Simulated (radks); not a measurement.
Species: La3+. Configuration: [Xe] (the NIST ground configuration). Method: scalar-relativistic Kohn-Sham, PBEsol, spin-polarised, spherical densities, finite nucleus; Fermi nuclear charge, rms radius 4.855 fm; computed with a radial shooting solver on a logarithmic mesh with Libxc functionals.

Radial electron density D(r) = 4 pi r^2 rho(r):

| r (bohr) | D(r) (e/bohr) |
|---|---|
| 0.0008795 | 2.075 |
| 0.001008 | 2.619 |
| 0.001164 | 3.343 |
| 0.001333 | 4.199 |
| 0.00154 | 5.329 |
| 0.001764 | 6.652 |
| 0.002021 | 8.272 |
| 0.002334 | 10.37 |
| 0.002674 | 12.77 |
| 0.003064 | 15.64 |
| 0.003538 | 19.25 |
| 0.004054 | 23.25 |
| 0.004681 | 28.11 |
| 0.005363 | 33.31 |
| 0.006145 | 39.02 |
| 0.007097 | 45.50 |
| 0.00813 | 51.82 |
| 0.009315 | 58.05 |
| 0.01076 | 64.15 |
| 0.01232 | 69.02 |
| 0.01423 | 72.75 |
| 0.01631 | 74.59 |
| 0.01868 | 74.64 |
| 0.02158 | 72.92 |
| 0.02472 | 70.20 |
| 0.02855 | 67.24 |
| 0.03271 | 65.65 |
| 0.03747 | 66.44 |
| 0.04328 | 70.67 |
| 0.04958 | 77.65 |
| 0.0568 | 86.14 |
| 0.0656 | 94.12 |
| 0.07516 | 97.91 |
| 0.0868 | 96.04 |
| 0.09945 | 89.12 |
| 0.1139 | 80.06 |
| 0.1316 | 72.82 |
| 0.1507 | 71.69 |
| 0.1727 | 76.17 |
| 0.1995 | 82.53 |
| 0.2285 | 83.79 |
| 0.2639 | 75.60 |
| 0.3024 | 60.21 |
| 0.3464 | 43.55 |
| 0.4001 | 31.99 |
| 0.4583 | 29.58 |
| 0.5293 | 32.57 |
| 0.6064 | 34.64 |
| 0.6948 | 32.20 |
| 0.8024 | 25.25 |
| 0.9193 | 17.83 |
| 1.053 | 12.35 |
| 1.216 | 9.385 |
| 1.394 | 8.150 |
| 1.609 | 7.006 |
| 1.844 | 5.460 |
| 2.112 | 3.646 |
| 2.44 | 1.956 |
| 2.795 | 0.8897 |
| 3.202 | 0.3294 |
| 3.698 | 0.09002 |
| 4.237 | 0.02026 |
| 4.893 | 0.003021 |
| 5.606 | 0.0003540 |

D(r) has 4 maxima, at r = 0.0175, 0.0776, 0.220, 0.606 bohr, and minima at 0.0338, 0.144, 0.447 bohr, inside which lie 1.97, 11.12, 28.96 electrons.
